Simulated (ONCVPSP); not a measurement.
## Building the ONCV potential for Sb (Z = 51) (PBE, fully relativistic).

The input file (ONCVPSP 4.0.1):

```
# ATOM AND REFERENCE CONFIGURATION
# atsym  z   nc   nv     iexc    psfile
  Sb 51.00    7    3        4      upf
#
#   n    l    f
    1    0    2.00
    2    0    2.00
    2    1    6.00
    3    0    2.00
    3    1    6.00
    3    2   10.00
    4    0    2.00
    4    1    6.00
    4    2   10.00
    5    0    2.00
#
# PSEUDOPOTENTIAL AND OPTIMIZATION
# lmax
    2
#
#   l,   rc,      ep,       ncon, nbas, qcut
    0    1.65    0.00    4    7    3.50
    1    1.05    0.00    3    8   10.60
    2    1.10    0.00    4    8    8.40
#
# LOCAL POTENTIAL
# lloc, lpopt,  rc(5),   dvloc0
    4    5    0.90   -1.00
#
# VANDERBILT-KLEINMAN-BYLANDER PROJECTORs
# l, nproj, debl
    0    3    2.40
    1    3    3.80
    2    2    2.70
#
# MODEL CORE CHARGE
# icmod, fcfact, rcfact
    1    0.40    0.00
#
# LOG DERIVATIVE ANALYSIS
# epsh1, epsh2, depsh
   -6.00    5.00    0.04
#
# OUTPUT GRID
# rlmax, drl
    6.00    0.01
#
# TEST CONFIGURATIONS
# ncnf
    4
# nvcnf
#   n    l    f
    4
    4    1    6.00
    4    2   10.00
    5    0    2.00
    5    1    3.00
#
    4
    4    1    6.00
    4    2   10.00
    5    0    2.00
    5    1    2.00
#
    4
    4    1    6.00
    4    2   10.00
    5    0    2.00
    5    1    1.00
#
    4
    4    1    6.00
    4    2   10.00
    5    0    1.00
    5    1    4.00
#
```

Command:

```bash
oncvpspr.x < Sb.dat > Sb.out
```

The program printed (shortened: citation, most of the input echo, consistency checks and plot data are left out):

```
ONCVPSP  (Optimized Norm-Conservinng Vanderbilt PSeudopotential)
relativistic version 4.0.1

#   n    l    f        energy (Ha)
    1    0    2.00    -1.1140599D+03
    2    0    2.00    -1.7039966D+02
    2    1    6.00    -1.5022699D+02    -1.5948149D+02
    3    0    2.00    -3.4284817D+01
    3    1    6.00    -2.8115278D+01    -2.9823046D+01
    3    2   10.00    -1.9884689D+01    -2.0239591D+01
    4    0    2.00    -6.5482442D+00
    4    1    6.00    -4.7231352D+00    -5.0391464D+00
    4    2   10.00    -2.2876368D+00    -2.3338906D+00
    5    0    2.00    -1.4294058D+00

Reference configufation results
  iterations    25
  all-electron total energy (Ha)   -6.48170501D+03

Begin loop to  construct optimized pseudo wave functions
and semi-local pseudopoentials for all angular momenta

   Wellstate for l =  0  n =  7 kap= -1
     eigenvalue =   0.9706
     asymptotic potential =   1.4706
     half-point radius =  3.1940

   Wellstate for l =  0  n =  8 kap= -1
     eigenvalue =   3.3706
     asymptotic potential =   3.8706
     half-point radius =  3.1632

Calculating optimized projector #   1

 for l=   0

    Fraction of norm inside rc  0.287393
    Optimizing pswf for qcut=   3.49 a_B^-1,  ecut=   6.11 Ha
    Residual kinetic energy error=  3.82D-03 Ha

    Energy error per electron        Cutoff
         Ha          eV             Ha
         0.01000     0.27211        5.12
         0.00100     0.02721       21.19
         0.00010     0.00272       44.43
         0.00001     0.00027       65.16

Calculating optimized projector #   2

 for l=   0

    Fraction of norm inside rc  0.052371
    Optimizing pswf for qcut=   3.49 a_B^-1,  ecut=   6.11 Ha
    Residual kinetic energy error=  1.94D-02 Ha

    Energy error per electron        Cutoff
         Ha          eV             Ha
         0.01000     0.27211       11.93
         0.00100     0.02721       52.83
         0.00010     0.00272       64.23
         0.00001     0.00027       83.58

Calculating optimized projector #   3

 for l=   0

    Fraction of norm inside rc  0.036379
    Optimizing pswf for qcut=   3.49 a_B^-1,  ecut=   6.11 Ha
    Residual kinetic energy error=  1.01D-01 Ha

    Energy error per electron        Cutoff
         Ha          eV             Ha
         0.01000     0.27211       14.93
         0.00100     0.02721       50.94
         0.00010     0.00272       85.13
         0.00001     0.00027      110.58

WARNING wellstate: negative energy specified for n= 5 l=  1
WARNING scattering state with energy  0.25000000
WARNING will be used for the first projector

   Wellstate for l =  1  n =  7 kap= -2
     eigenvalue =   0.2500
     asymptotic potential =   0.7500
     half-point radius =  5.2751

   Wellstate for l =  1  n =  8 kap= -2
     eigenvalue =   4.0500
     asymptotic potential =   4.5500
     half-point radius =  2.9402

Calculating optimized projector #   1

 for l=   1

    Fraction of norm inside rc  0.763857
    Optimizing pswf for qcut=  10.59 a_B^-1,  ecut=  56.08 Ha
    Residual kinetic energy error=  6.54D-05 Ha

    Energy error per electron        Cutoff
         Ha          eV             Ha
         0.01000     0.27211       32.05
         0.00100     0.02721       45.05
         0.00010     0.00272       54.08
         0.00001     0.00027      206.29

Calculating optimized projector #   2

 for l=   1

    Fraction of norm inside rc  0.013476
    Optimizing pswf for qcut=  10.59 a_B^-1,  ecut=  56.08 Ha
    Residual kinetic energy error=  1.13D-05 Ha

    Energy error per electron        Cutoff
         Ha          eV             Ha
         0.01000     0.27211       14.18
         0.00100     0.02721       31.61
         0.00010     0.00272       46.71
         0.00001     0.00027       57.05

Calculating optimized projector #   3

 for l=   1

    Fraction of norm inside rc  0.014585
    Optimizing pswf for qcut=  10.59 a_B^-1,  ecut=  56.08 Ha
    Residual kinetic energy error=  4.41D-05 Ha

    Energy error per electron        Cutoff
         Ha          eV             Ha
         0.01000     0.27211       17.18
         0.00100     0.02721       40.03
         0.00010     0.00272       52.51
         0.00001     0.00027       81.23

   Wellstate for l =  1  n =  7 kap=  1
     eigenvalue =  -1.2391

   Wellstate for l =  1  n =  8 kap=  1
     eigenvalue =   4.0392

Calculating optimized projector #   1

 for l=   1

    Fraction of norm inside rc  0.795355
    Optimizing pswf for qcut=  10.59 a_B^-1,  ecut=  56.08 Ha
    Residual kinetic energy error=  6.12D-05 Ha

    Energy error per electron        Cutoff
         Ha          eV             Ha
         0.01000     0.27211       21.65
         0.00100     0.02721       44.05
         0.00010     0.00272       53.70
         0.00001     0.00027      206.14

Calculating optimized projector #   2

 for l=   1

    Fraction of norm inside rc  0.013202
    Optimizing pswf for qcut=  10.59 a_B^-1,  ecut=  56.08 Ha
    Residual kinetic energy error=  1.21D-05 Ha

    Energy error per electron        Cutoff
         Ha          eV             Ha
         0.01000     0.27211       15.19
         0.00100     0.02721       22.51
         0.00010     0.00272       46.30
         0.00001     0.00027       57.55

Calculating optimized projector #   3

 for l=   1

    Fraction of norm inside rc  0.015387
    Optimizing pswf for qcut=  10.59 a_B^-1,  ecut=  56.08 Ha
    Residual kinetic energy error=  4.72D-05 Ha

    Energy error per electron        Cutoff
         Ha          eV             Ha
         0.01000     0.27211       18.27
         0.00100     0.02721       38.47
         0.00010     0.00272       52.60
         0.00001     0.00027       82.53

   Wellstate for l =  2  n =  6 kap= -3
     eigenvalue =   0.4124
     asymptotic potential =   0.9124
     half-point radius =  3.2928

Calculating optimized projector #   1

 for l=   2

    Fraction of norm inside rc  0.629577
    Optimizing pswf for qcut=   8.41 a_B^-1,  ecut=  35.33 Ha
    Residual kinetic energy error=  8.19D-03 Ha

    Energy error per electron        Cutoff
         Ha          eV             Ha
         0.01000     0.27211       34.52
         0.00100     0.02721      104.48
         0.00010     0.00272      188.78
         0.00001     0.00027      218.11

Calculating optimized projector #   2

 for l=   2

    Fraction of norm inside rc  0.029323
    Optimizing pswf for qcut=   8.41 a_B^-1,  ecut=  35.33 Ha
    Residual kinetic energy error=  1.34D-03 Ha

    Energy error per electron        Cutoff
         Ha          eV             Ha
         0.01000     0.27211       26.93
         0.00100     0.02721       36.70
         0.00010     0.00272       61.79
         0.00001     0.00027      125.22

   Wellstate for l =  2  n =  6 kap=  2
     eigenvalue =   0.3661

Calculating optimized projector #   1

 for l=   2

    Fraction of norm inside rc  0.641304
    Optimizing pswf for qcut=   8.41 a_B^-1,  ecut=  35.33 Ha
    Residual kinetic energy error=  9.35D-03 Ha

    Energy error per electron        Cutoff
         Ha          eV             Ha
         0.01000     0.27211       35.07
         0.00100     0.02721      110.70
         0.00010     0.00272      190.72
         0.00001     0.00027      233.24

Calculating optimized projector #   2

 for l=   2

    Fraction of norm inside rc  0.029020
    Optimizing pswf for qcut=   8.41 a_B^-1,  ecut=  35.33 Ha
    Residual kinetic energy error=  1.51D-03 Ha

    Energy error per electron        Cutoff
         Ha          eV             Ha
         0.01000     0.27211       27.37
         0.00100     0.02721       37.14
         0.00010     0.00272       63.83
         0.00001     0.00027      145.02

Construct Vanderbilt / Kleinmman-Bylander projectors

B matrix Hermiticity error, ll=  0  kap= -1
   1   2   -1.4287D-04
   1   3    2.8465D-04
   2   3    7.7494D-05

  Orthonormal projector coefficients -3.2460E+01  1.9997E+01  2.7947E+00

B matrix Hermiticity error, ll=  1  kap= -2
   1   2    5.1760D-04
   1   3   -9.6723D-04
   2   3    8.5370D-05

  Orthonormal projector coefficients  2.1849E+01  6.0611E+00  1.1069E+00

B matrix Hermiticity error, ll=  1  kap=  1
   1   2    5.6389D-04
   1   3   -1.0293D-03
   2   3    8.7490D-05

  Orthonormal projector coefficients  2.1529E+01  6.4834E+00  1.3545E+00

B matrix Hermiticity error, ll=  2  kap= -3
   1   2   -2.9755D-04

  Orthonormal projector coefficients  1.5600E+01  5.6358E+00

B matrix Hermiticity error, ll=  2  kap=  2
   1   2   -3.0584D-04

  Orthonormal projector coefficients  2.2112E+01  5.8987E+00

 Orthonormal scalar projector coefficients, l =  1
  2.1706E+01  6.2058E+00  1.2034E+00  1.7279E-02  8.7175E-04  9.7135E-05

 Orthonormal spin-orbit projector coefficients, l =  1
 -1.4490E+00  9.8260E-01  2.3781E-01 -4.7237E-02  4.4733E-02 -2.6521E-03

 Orthonormal scalar projector coefficients, l =  2
  1.8166E+01  5.7749E+00  4.1614E-03  1.3189E-03

 Orthonormal spin-orbit projector coefficients, l =  2
 -2.7347E+00  8.2385E-02 -7.3165E-02  1.5524E-02

Model core correction analysis
  based on d2Exc/dn_idn_j

d2excae - all-electron derivatives

   -2.335262D-02   -1.889593D-02   -2.804853D-03
   -1.893221D-02   -1.753471D-02   -3.776646D-03
   -3.086257D-03   -4.361413D-03   -4.269308D-03

d2excps - pseudofunction derivatives with no core correction

   -3.770168D-02   -2.975888D-02   -3.226305D-03
   -2.982092D-02   -2.700259D-02   -5.324534D-03
   -3.705965D-03   -6.321378D-03   -5.592852D-03

rms 2nd derivative error    7.750660E-03

Polynomial model core charge

d2excps - pseudofunction derivatives with core correction

   -3.034532D-02   -2.571640D-02   -3.116014D-03
   -2.577414D-02   -2.437811D-02   -5.189325D-03
   -3.563615D-03   -6.119522D-03   -5.465746D-03

rms 2nd derivative error    4.665517E-03

Pseudoatom total energy -188.787707

Diagnostic tests using Vanderbilt-Kleinman-Bylander pseudopotentials
  relativistic with J = L +/- 1/2 projectors

   l  kap   rcore       rmatch      e in        delta e    norm test   slope test

   0  -1   1.6540058   1.7042250  -1.4294058  -0.0000013   1.0000592   1.0000269
   0  -1   1.6540058   1.7042250   0.9705942   0.0000123   1.0003040   1.0003040
   0  -1   1.6540058   1.7042250   3.3705942   0.0000104   1.0004307   1.0004307

   1  -2   1.0560597   1.0881240  -4.7231352   0.0000261   1.0002786   1.0003657
   1   1   1.0560597   1.0881240  -5.0391464  -0.0000070   1.0002953   1.0003087
   1  -2   1.0560597   1.0881240   0.2500000   0.0000596   1.0007074   1.0007074
   1   1   1.0560597   1.0881240   0.2392448   0.0001092   1.0007136   1.0007136
   1  -2   1.0560597   1.0881240   4.0500000   0.0005167   1.0007627   1.0007627
   1   1   1.0560597   1.0881240   4.0365909   0.0006182   1.0007512   1.0007512

   2  -3   1.1012207   1.1346561  -2.2876368  -0.0000177   1.0001934   1.0003043
   2   2   1.1012207   1.1346561  -2.3338906   0.0000802   1.0002109   1.0002109
   2  -3   1.1012207   1.1346561   0.4123632   0.0000901   1.0004872   1.0004872
   2   2   1.1012207   1.1346561   0.4088115   0.0001183   1.0004873   1.0004873

Diagnostic tests using Vanderbilt-Kleinman-Bylander pseudopotentials
  relativistic with scalar and spin-orbit non-local projectors

   l  kap   rcore       rmatch      e in        delta e    norm test   slope test

   0  -1   1.6540058   1.7042250  -1.4294058  -0.0000013   1.0000592   1.0000269
   0  -1   1.6540058   1.7042250   0.9705942   0.0000123   1.0003040   1.0003040
   0  -1   1.6540058   1.7042250   3.3705942   0.0000104   1.0004307   1.0004307

   1  -2   1.0560597   1.0881240  -4.7231352  -0.0006962   1.0002110   1.0000737
   1   1   1.0560597   1.0881240  -5.0391464  -0.0007009   1.0002196   1.0000482
   1  -2   1.0560597   1.0881240   0.2500000   0.0000472   1.0006971   1.0006971
   1   1   1.0560597   1.0881240   0.2392448   0.0000871   1.0007365   1.0007365
   1  -2   1.0560597   1.0881240   4.0500000   0.0001517   1.0008366   1.0008366
   1   1   1.0560597   1.0881240   4.0365909   0.0001063   1.0008258   1.0008258

   2  -3   1.1012207   1.1346561  -2.2876368  -0.0018717   1.0002389   0.9987341
   2   2   1.1012207   1.1346561  -2.3338906  -0.0018056   1.0002660   0.9987208
   2  -3   1.1012207   1.1346561   0.4123632  -0.0025858   1.0003785   1.0003785
   2   2   1.1012207   1.1346561   0.4088115  -0.0025185   1.0003682   1.0003682

Ghost test for J = L + 1/2

 Testing for bound ghosts
   n   l    E NL Schr. Eq   E Basis Diag.   E Cutoff

       0                      -11.337956     95.02  WARNING - GHOST(-)
       0                       -6.211212     95.02  WARNING - GHOST(-)
   1   0       -1.429407       -1.426833     95.02

   2   1       -4.723109       -4.723107    354.86

   3   2       -2.287654       -2.285669    284.04

 Testing for highly-localized positive-energy ghosts
       l    <radius>/rc     E Basis Diag.   E Cutoff

       0        0.241879       17.125241     95.02  WARNING - GHOST(+)

Ghost test for J = L - 1/2

 Testing for bound ghosts
   n   l    E NL Schr. Eq   E Basis Diag.   E Cutoff

       0                      -11.337956     95.02  WARNING - GHOST(-)
       0                       -6.211212     95.02  WARNING - GHOST(-)
   1   0       -1.429407       -1.426833     95.02

   2   1       -5.039153       -5.039101    354.86

   3   2       -2.333810       -2.332044    284.04

 Testing for highly-localized positive-energy ghosts
       l    <radius>/rc     E Basis Diag.   E Cutoff

       0        0.241879       17.125241     95.02  WARNING - GHOST(+)

Test configuration 0

   n   l kap    f        eae           eps        diff
   1   0  -1  2.0000-1114.05990053
   2   0  -1  2.0000 -170.39966346
   2   1  -2  4.0000 -150.22699436
   2   1   1  2.0000 -159.48149313
   3   0  -1  2.0000  -34.28481670
   3   1  -2  4.0000  -28.11527841
   3   1   1  2.0000  -29.82304647
   3   2  -3  6.0000  -19.88468871
   3   2   2  4.0000  -20.23959119
   4   0  -1  2.0000   -6.54824415
   4   1  -2  4.0000   -4.72313518   -4.72310912    2.61E-05
   4   1   1  2.0000   -5.03914643   -5.03915344   -7.00E-06
   4   2  -3  6.0000   -2.28763681   -2.28765449   -1.77E-05
   4   2   2  4.0000   -2.33389062   -2.33381041    8.02E-05
   5   0  -1  2.0000   -1.42940580   -1.42940709   -1.28E-06

    Total energies and differences
      AE_ref= -6.48170501E+03  AE_tst= -6.48170501E+03  dif=  0.00E+00
      PS_ref= -1.88787707E+02  PS_tst= -1.88787707E+02  dif=  1.14E-13
      PSP excitation error= -1.14E-13

Test configuration 1

   n   l kap    f        eae           eps        diff
   1   0  -1  2.0000-1112.95609502
   2   0  -1  2.0000 -169.30541960
   2   1  -2  4.0000 -149.13180808
   2   1   1  2.0000 -158.38590955
   3   0  -1  2.0000  -33.19425364
   3   1  -2  4.0000  -27.02470061
   3   1   1  2.0000  -28.73228212
   3   2  -3  6.0000  -18.79417773
   3   2   2  4.0000  -19.14902710
   4   0  -1  2.0000   -5.46482103
   4   1  -2  4.0000   -3.64075714   -3.63769926    3.06E-03
   4   1   1  2.0000   -3.95632312   -3.95284382    3.48E-03
   4   2  -3  6.0000   -1.21191023   -1.21043694    1.47E-03
   4   2   2  4.0000   -1.25759267   -1.25594874    1.64E-03
   5   0  -1  2.0000   -0.47108280   -0.47149582   -4.13E-04
   5   1  -2  2.0000   -0.17049541   -0.17042586    6.95E-05
   5   1   1  1.0000   -0.19282874   -0.19273100    9.77E-05

    Total energies and differences
      AE_ref= -6.48170501E+03  AE_tst= -6.48349700E+03  dif= -1.79E+00
      PS_ref= -1.88787707E+02  PS_tst= -1.90579404E+02  dif= -1.79E+00
      PSP excitation error= -2.92E-04

Test configuration 2

   n   l kap    f        eae           eps        diff
   1   0  -1  2.0000-1113.27269565
   2   0  -1  2.0000 -169.62049630
   2   1  -2  4.0000 -149.44704571
   2   1   1  2.0000 -158.70121245
   3   0  -1  2.0000  -33.50874947
   3   1  -2  4.0000  -27.33920117
   3   1   1  2.0000  -29.04681018
   3   2  -3  6.0000  -19.10866155
   3   2   2  4.0000  -19.46351889
   4   0  -1  2.0000   -5.77829489
   4   1  -2  4.0000   -3.95413078   -3.95180430    2.33E-03
   4   1   1  2.0000   -4.26974342   -4.26710220    2.64E-03
   4   2  -3  6.0000   -1.52433309   -1.52321755    1.12E-03
   4   2   2  4.0000   -1.57010612   -1.56883893    1.27E-03
   5   0  -1  2.0000   -0.75802866   -0.75833432   -3.06E-04
   5   1  -2  1.3333   -0.43227021   -0.43216476    1.05E-04
   5   1   1  0.6667   -0.45936850   -0.45923135    1.37E-04

    Total energies and differences
      AE_ref= -6.48170501E+03  AE_tst= -6.48319074E+03  dif= -1.49E+00
      PS_ref= -1.88787707E+02  PS_tst= -1.90273249E+02  dif= -1.49E+00
      PSP excitation error= -1.92E-04

Test configuration 3

   n   l kap    f        eae           eps        diff
   1   0  -1  2.0000-1113.64382693
   2   0  -1  2.0000 -169.98851904
   2   1  -2  4.0000 -149.81537654
   2   1   1  2.0000 -159.06967273
   3   0  -1  2.0000  -33.87557676
   3   1  -2  4.0000  -27.70603361
   3   1   1  2.0000  -29.41370294
   3   2  -3  6.0000  -19.47547129
   3   2   2  4.0000  -19.83034583
   4   0  -1  2.0000   -6.14282163
   4   1  -2  4.0000   -4.31834030   -4.31703663    1.30E-03
   4   1   1  2.0000   -4.63408945   -4.63262399    1.47E-03
   4   2  -3  6.0000   -1.88641549   -1.88580139    6.14E-04
   4   2   2  4.0000   -1.93237433   -1.93163336    7.41E-04
   5   0  -1  2.0000   -1.08064691   -1.08081628   -1.69E-04
   5   1  -2  0.6667   -0.72792645   -0.72783054    9.59E-05
   5   1   1  0.3333   -0.76009726   -0.75996792    1.29E-04

    Total energies and differences
      AE_ref= -6.48170501E+03  AE_tst= -6.48260316E+03  dif= -8.98E-01
      PS_ref= -1.88787707E+02  PS_tst= -1.89685780E+02  dif= -8.98E-01
      PSP excitation error= -7.57E-05

Test configuration 4

   n   l kap    f        eae           eps        diff
   1   0  -1  2.0000-1113.01073133
   2   0  -1  2.0000 -169.35873766
   2   1  -2  4.0000 -149.18500481
   2   1   1  2.0000 -158.43910941
   3   0  -1  2.0000  -33.24821885
   3   1  -2  4.0000  -27.07863495
   3   1   1  2.0000  -28.78622071
   3   2  -3  6.0000  -18.84804075
   3   2   2  4.0000  -19.20288535
   4   0  -1  2.0000   -5.51852495
   4   1  -2  4.0000   -3.69410320   -3.68574245    8.36E-03
   4   1   1  2.0000   -4.00979478   -4.00041991    9.37E-03
   4   2  -3  6.0000   -1.26298965   -1.25842471    4.56E-03
   4   2   2  4.0000   -1.30884222   -1.30397917    4.86E-03
   5   0  -1  1.0000   -0.50020355   -0.50125305   -1.05E-03
   5   1  -2  2.6667   -0.19124875   -0.19116341    8.53E-05
   5   1   1  1.3333   -0.21500972   -0.21490529    1.04E-04

    Total energies and differences
      AE_ref= -6.48170501E+03  AE_tst= -6.48319985E+03  dif= -1.49E+00
      PS_ref= -1.88787707E+02  PS_tst= -1.90281444E+02  dif= -1.49E+00
      PSP excitation error= -1.10E-03
```

Note: ghosts flagged at negative energy: s at -308.5 eV, s at -169.0 eV; GHOST(+) flagged for s at 466.0 eV. A true bound ghost makes a file unfit for plane-wave use.

The run took about 7.8 s on one core of a shared server CPU.
